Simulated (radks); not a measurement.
Values are calculated unless marked as measured or tabulated.
Sc VI, 16 electrons, occupied as [Ne] 3s2 3p(up 2, down 2) (spins set by hand, not the high-spin state).

Code: a radial shooting solver on a logarithmic mesh with Libxc functionals. Model: non-relativistic Kohn-Sham, BLYP, spin-polarised, spherical densities, point nucleus.

Energy parts (hartree):
total: -752.86974
kinetic: 752.27636
electron-nucleus: -1736.22472
Hartree: 267.70666
exchange-correlation: -36.62804

Orbitals (lengths in bohr, moments of r in powers of bohr):
1s: occ. 2; eigenvalue (hartree) -163.7565; <r^4> 0.0001354
2s: occ. 2; eigenvalue (hartree) -20.23388; <r^4> 0.03505
2p: occ. 6; eigenvalue (hartree) -17.24692; <r^4> 0.02811
3s: occ. 2; eigenvalue (hartree) -4.59008; <r^4> 2.138
3p: occ. 4; eigenvalue (hartree) -3.78479; <r^4> 2.699

The highest occupied level is 3p at -102.99 eV. Summed over all electrons, <r^2> = 8.520 bohr^2, which gives a Langevin (diamagnetic) susceptibility term of -6.75 x 10^-6 cm^3/mol. The density falls to 0.001 e/bohr^3 at r = 2.47 bohr.
